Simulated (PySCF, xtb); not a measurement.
Cl2H3NSi, SMILES N[SiH](Cl)Cl.

The structure is a stationary point at PBE-D3(BJ)/def2-SVP. Other conformers were not sampled.

Computed with C-PCM-PBE0/def2-SVP (PySCF).

The values are the electrostatic part of the solvation free energy, E(continuum) − E(gas) at the gas-phase geometry, in a cavity of scaled van der Waals radii (PySCF's table); cavitation and dispersion terms are not included. In vacuum the orbital gap is 8.87 eV. The dipole moment in vacuum is 2.52 D.

| solvent | ε | ΔG(elec) (kcal/mol) | dipole (D) | gap (eV) |
|---|---|---|---|---|
| water | 78.36 | … | … | … |
| ethylethanoate | 5.99 | -4.0 | 3.03 | 8.71 |
| toluene | 2.37 | -2.7 | 2.85 | 8.77 |

### Question
Some entries are withheld; supply them. (The exact figures need the calculation; the answer reports its results.)

### Answer

- water, ΔG(elec) (kcal/mol): -4.8
- water, dipole (D): 3.14
- water, gap (eV): 8.67

For comparison, GFN2-xTB/ALPB(water) (xtb, at the GFN2-xTB geometry, all terms of that model) gives -4.5 kcal/mol.
